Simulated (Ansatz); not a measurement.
## Abstraction of F: SnHF3 + C2H3Si → SnHF2 + C2H3FSi

Species: SnHF3 `[F][SnH]([F])[F]`, singlet; C2H3Si `C#C[SiH2]`, doublet; SnHF2 `[F][SnH][F]`, doublet; C2H3FSi `C#C[SiH2]F`, singlet. A radical takes F: the energy is the difference in strength between the Sn–F bond broken and the Si–F bond made.

Shapes, held fixed at every level: PBE0-D4/def2-TZVP. Programs: Ansatz 0.2.0. The zero-point and thermal change to 298 K, harmonic and unscaled (PBE0-D4/def2-TZVP), is +3.3 kJ/mol.

| level | kind | ΔH(298 K) (kJ/mol) | less CCSD(T)/def2-TZVPP |
| --- | --- | --- | --- |
| PBE-D4/def2-TZVPP | GGA | -145.7 | +5.4 |
| r2SCAN-D4/def2-TZVPP | meta-GGA | -148.6 | +2.5 |
| B3LYP-D4/def2-TZVPP | global hybrid | -160.1 | -9.0 |
| wB97X-V/def2-TZVPP | range-separated hybrid | -151.2 | -0.1 |
| CCSD(T)/def2-SVP | coupled cluster or CI | -134.4 | +16.7 |
| CCSD/def2-TZVPP | coupled cluster or CI | -153.3 | -2.2 |
| CCSD(T)/def2-TZVPP | coupled cluster or CI | -151.1 | 0.0 |

The highest level, CCSD(T)/def2-TZVPP, gives ΔH(298 K) = -151.1 kJ/mol; the levels span -160.1 to -134.4. The column of differences is taken from that level and isn't an error. No measured value is set beside it here. Spin contamination: C2H3Si (⟨S²⟩ up to 0.85). Open shells run unrestricted. For atoms past krypton def2 sets carry core potentials with scalar relativity. Outer-core shells of Sn are correlated, in sets that cover them unevenly.
